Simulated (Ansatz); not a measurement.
The first iterations of a band of H$_{4}$O$_{3}$Si (8 atoms, charge 0, multiplicity 1).

These are results of Ansatz 0.2.0, RHF/def2-SVP, not measurements.

```
movable images  : 5
climbing image  : yes
spring          : 0.1 eV/Å²
optimiser       : quadratic models (default)
start path      : through a guess of the saddle point
force threshold : 0.05 eV/Å
iteration limit : 60
end points      : relaxed
```

Initial state:

```xyz
8
Properties=species:S:1:pos:R:3
Si -0.041 -0.126 0.417
H 0.076 0.095 1.861
O 1.391 -0.640 -0.208
H 2.181 -0.142 -0.074
O -0.539 1.298 -0.212
H -0.923 1.318 -1.075
O -1.118 -1.295 0.025
H -0.799 -2.156 -0.195
```

Final state:

```xyz
8
Properties=species:S:1:pos:R:3
Si -1.169 -0.050 0.577
H 1.901 -0.041 1.565
O 1.396 0.004 0.766
H 1.721 -0.675 0.190
O -1.097 1.282 -0.392
H -0.773 1.176 -1.275
O -0.809 -1.223 -0.575
H -0.940 -2.122 -0.317
```

| iteration | highest image above the first end (eV) | largest band force component (eV/Å) |
| --- | --- | --- |
| 1 | 9.291 | 62.060 |
| 2 | 4.039 | 10.419 |
| 3 | 3.598 | 5.795 |
| 4 | 3.151 | 2.714 |
| 5 | 3.205 | 0.956 |
| 6 | 3.192 | 0.524 |
| 7 | 3.097 | 0.924 |
| 8 | 3.058 | 0.682 |
| 9 | 2.939 | 1.082 |

Does the band converge within its limit, and where does its top end?

The run converged. It ended after 27 iterations with the highest image 4.366 eV above the first end. The profile has 2 maxima (images 2, 4) with wells between them (image 3): this band takes more than one step, which may be the mechanism or a detour left from its start path. Neighbouring images differ by up to 4.3 eV, so the band resolves the path poorly. The order of the point at the top wasn't checked. The orbitals stay closed-shell, which can raise the energy where a bond breaks towards radicals; this wasn't checked here.

Time of the run: 2.4 min on 1 thread of Arm Neoverse V1, with other jobs on the host, peak memory 0.14 GiB.
